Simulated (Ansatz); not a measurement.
```json
{"atom": "Mg", "x (Å)": "0.0000", "y (Å)": "0.0000", "z (Å)": "0.0000"}
{"atom": "O", "x (Å)": "0.0000", "y (Å)": "0.0000", "z (Å)": "2.9750"}
```

Basis set: 6-31G (spherical functions). Charge 0, multiplicity 1.

Computed with Ansatz (development build ahead of 0.2.0); each method stands on the lowest determinant of its kind that the runs found.

The atomization energy at this shape (free ground-state atoms in the same class of orbitals less the molecule, no zero-point energy) of singlet MgO:

```json
{"method": "PBE (unrestricted)", "atomization energy": "42.3 kJ/mol"}
{"method": "UHF", "atomization energy": "-111.5 kJ/mol"}
```

Task: What does PBE0 (unrestricted) give?

Result: -2.9 kJ/mol. Caution: another spin multiplicity may lie lower; the shape is not the minimum; the unrestricted determinant is a mixture of spin states. Caution for UHF: the molecule lies well above its atoms at this level.

This basis has no polarisation functions and is too small for such energies, which can lie far from measured ones in either direction.
